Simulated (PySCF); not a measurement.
Electric field gradients and quadrupole coupling constants

Compound: C3H3F3O2Si.
Z-matrix (Å and degrees, GFN2-xTB geometry), rows numbered from 1:
```
O 
Si  1  1.6050
C   2  1.9350  1  101.61
F   3  1.3457  2  112.87  1   178.95
F   3  1.3449  2  112.43  1   -61.35
F   3  1.3417  2  112.78  1    58.49
C   2  1.8886  1  130.69  3  -144.68
C   7  1.3341  2   85.42  1  -113.07
O   8  1.3884  7  107.36  2     1.86
H   1  0.9565  2  124.00  3  -165.47
H   7  1.0693  2  144.34  1    70.79
H   8  1.0735  7  135.51  2  -178.79
```

Field gradients from the PBE0/pcSseg-1 density (PySCF, non-relativistic), principal values in atomic units, ordered |Vxx| ≤ |Vyy| ≤ |Vzz|:

```json
{"atom": "O1", "Vxx": "-0.4641", "Vyy": "-0.9956", "Vzz": "1.4597"}
{"atom": "O9", "Vxx": "-0.4692", "Vyy": "-1.0776", "Vzz": "1.5469"}
```

Problem. Find the asymmetry η = (Vxx − Vyy)/Vzz and the couplings χ = eQV/h (234.96 MHz × Q in barn × V in au), with Q(17O) = −0.0256 b.

Solution. 
```json
{"atom": "O1", "environment": "silanol oxygen", "nucleus": "17O", "η": "0.36", "χzz (MHz)": "-8.78", "χxx (MHz)": "2.79", "χyy (MHz)": "5.99"}
{"atom": "O9", "environment": "silyl ether oxygen", "nucleus": "17O", "η": "0.39", "χzz (MHz)": "-9.30", "χxx (MHz)": "2.82", "χyy (MHz)": "6.48"}
```

Problem. What is Vzz at O9 in SI units (1 au = 9.71736 × 10²¹ V/m²)?

Solution. 1.5469 au = 15.031 × 10²¹ V/m².

Problem. And the gradient at the other heavy atoms, for which no coupling is worked out here?

Solution. 
```csv
atom,environment,Vzz (au),η
Si2,oxygen-bound silicon,0.446,0.74
C3,CF3 carbon,-0.507,0.01
F4,fluorine of a CF3 group,2.850,0.03
F5,fluorine of a CF3 group,2.838,0.02
F6,fluorine of a CF3 group,2.849,0.03
C7,alkene CH carbon,0.144,0.69
C8,vinylic carbon bearing oxygen,-0.449,0.26
```

Were the hydrogens deuterons (Q(2H) = 0.00286 b), χzz would run from 226 kHz (H12) to 334 kHz (H10).

Isolated species at its GFN2-xTB geometry (one conformer only). GFN2-xTB bond lengths can be off by several hundredths of an ångström, more for odd bonds, and the gradients follow them. A larger basis could move these couplings by a tenth or more.
